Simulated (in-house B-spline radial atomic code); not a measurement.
# PBE excitations of the caesium ion Cs⁷⁺

Method: PBE. Computed with a B-spline radial code for spherical atoms: linear response of the closed shell [Kr] 4d10 5s2 with the functional's adiabatic kernel; scalar-relativistic (spin-free one-electron X2C), finite nucleus, no spin-orbit coupling, no double excitations, S, P, D and F terms only; shells from n = 3 respond. Only terms of natural parity with L up to 3 were computed.

Spin-orbit coupling is strong here, so these LS terms don't match observed levels.

Command:
```bash
python run_td.py task.json out
```
Settings (radii: box in bohr, nucleus in fm):
```
Z                        55
electrons                48
configuration            [Kr] 4d10 5s2
hamiltonian              x2c
method                   pbe,pbe
box_radius               12.81
rms_radius               4.8041
intervals                69
```

Time taken, with all properties: 1.6 s on 1 thread of Intel(R) Xeon(R) Platinum 8259CL CPU @ 2.50GHz (Skylake/Cascade Lake) (shared host).

The lowest states, in the order of their Tamm-Dancoff energies; the method's threshold (minus the highest occupied level) is 104.62 eV. Labels give the largest channel, * marks a mixed state, and oscillator strengths are full-response dipole values. Semilocal kernels can invert the small singlet-triplet splittings of Rydberg terms. Energies in eV:

```json
{"state": "5s → 5p 3P", "full response": "15.403", "Tamm-Dancoff": "15.493", "oscillator strength": "-"}
{"state": "5s → 5p 1P", "full response": "?", "Tamm-Dancoff": "?", "oscillator strength": "?"}
{"state": "5s → 4f 3F", "full response": "30.82", "Tamm-Dancoff": "30.86", "oscillator strength": "-"}
{"state": "5s → 4f 1F", "full response": "31.92", "Tamm-Dancoff": "31.93", "oscillator strength": "-"}
{"state": "5s → 5d 3D", "full response": "?", "Tamm-Dancoff": "?", "oscillator strength": "-"}
{"state": "5s → 5d 1D", "full response": "41.36", "Tamm-Dancoff": "41.40", "oscillator strength": "-"}
{"state": "5s → 6s 3S", "full response": "51.43", "Tamm-Dancoff": "51.44", "oscillator strength": "-"}
{"state": "5s → 6s 1S", "full response": "52.46", "Tamm-Dancoff": "52.51", "oscillator strength": "-"}
{"state": "5s → 6p 3P", "full response": "58.22", "Tamm-Dancoff": "58.23", "oscillator strength": "-"}
{"state": "5s → 6p 1P", "full response": "58.62", "Tamm-Dancoff": "58.66", "oscillator strength": "0.135"}
{"state": "5s → 5f 3F", "full response": "63.94", "Tamm-Dancoff": "63.94", "oscillator strength": "-"}
{"state": "5s → 5f 1F", "full response": "64.08", "Tamm-Dancoff": "64.08", "oscillator strength": "-"}
{"state": "5s → 6d 3D", "full response": "68.38", "Tamm-Dancoff": "68.39", "oscillator strength": "-"}
{"state": "5s → 6d 1D", "full response": "68.74", "Tamm-Dancoff": "68.75", "oscillator strength": "-"}
{"state": "5s → 7s 3S", "full response": "73.08", "Tamm-Dancoff": "73.09", "oscillator strength": "-"}
{"state": "5s → 7s 1S", "full response": "73.36", "Tamm-Dancoff": "73.37", "oscillator strength": "-"}
{"state": "4d → 5p 3P", "full response": "73.93", "Tamm-Dancoff": "73.95", "oscillator strength": "-"}
{"state": "4d → 5p 3F", "full response": "74.09", "Tamm-Dancoff": "74.11", "oscillator strength": "-"}
{"state": "4d → 5p 1F", "full response": "74.68", "Tamm-Dancoff": "74.68", "oscillator strength": "-"}
{"state": "4d → 5p 1P", "full response": "75.92", "Tamm-Dancoff": "76.01", "oscillator strength": "0.974"}
```

Problem. Where does 5s → 5p 1P lie?

Solution. At 20.017 eV in full response, 20.702 eV in Tamm-Dancoff, oscillator strength 1.56.

Problem. Where does 5s → 5d 3D lie?

Solution. At 39.68 eV in full response, 39.71 eV in Tamm-Dancoff.

Problem. How large is the singlet-triplet splitting of 5s → 5p (P terms) in Tamm-Dancoff?

Solution. 5.21 eV, from the unrounded values.

Problem. What polarisabilities and dispersion coefficient does the method give?

Solution. Dipole 3.701 bohr³, quadrupole 5.201 bohr⁵, C6 10.95 hartree·bohr⁶ for two such species.
